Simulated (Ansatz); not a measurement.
CH$_{7}$BFGeN, relaxed with RKS PBE-D4/def2-SVP in Ansatz 0.2.0 from a rough embedded geometry. The force threshold is 0.03 eV/Å; the program also tests the step.

The species carries charge 0 and has multiplicity 1. The bonds changed during the relaxation, so this is another structure than the one it started from.

Start:

```xyz
12

B    -1.383    0.680   -1.598
C    -0.363   -0.127   -0.732
F    -0.838   -1.405   -0.601
N    -0.132    0.414    0.612
Ge    1.139   -0.476    1.542
H    -1.979    1.632   -1.086
H    -1.696    0.337   -2.663
H     0.620   -0.156   -1.274
H     0.180    1.396    0.453
H     0.635   -1.955    1.761
H     2.426   -0.515    0.695
H     1.390    0.176    2.891
```

```
step  energy (eV)  largest force (eV/Å)  largest move (Å)
   1  -62523.4158                 1.570             0.000
   2  -62523.6220                 0.908             0.157
   3  -62523.7192                 0.763             0.120
   4  -62523.7684                 0.672             0.155
   5  -62523.8022                 0.911             0.152
   6  -62523.8617                 0.582             0.200
   7  -62523.9714                 0.711             0.200
   8  -62524.0418                 0.688             0.200
   9  -62524.0956                 0.706             0.194
  10  -62524.1396                 0.554             0.064
  11  -62524.2078                 0.662             0.195
  14  -62524.7942                 2.095             0.195
  17  -62525.1457                 0.734             0.126
  20  -62525.2565                 0.482             0.194
  23  -62525.4473                 0.594             0.194
  26  -62525.5522                 0.317             0.190
  29  -62525.6166                 0.513             0.196
  32  -62525.9072                 1.643             0.195
  35  -62526.1158                 0.327             0.123
  38  -62526.1595                 0.308             0.200
  41  -62526.1784                 0.048             0.117
  44  -62526.1810                 0.097             0.077
  47  -62526.1828                 0.017             0.027
  49  -62526.1832                 0.015             0.043
```

End:

```xyz
12

B    -1.690    0.196   -1.440
C    -0.246    0.117   -0.827
F    -1.825    0.329   -2.762
N    -0.204   -0.183    0.596
Ge    1.423   -0.300    1.475
H    -2.720    0.177   -0.779
H     0.272    1.073   -1.136
H     0.305   -0.666   -1.405
H    -0.921    0.323    1.125
H     1.104   -0.570    2.967
H     2.199   -1.484    0.840
H     2.301    0.989    1.345
```

Hardware: 4 threads of an Intel Xeon on a shared host. Wall time 3.2 min, peak host memory 0.2 GiB.
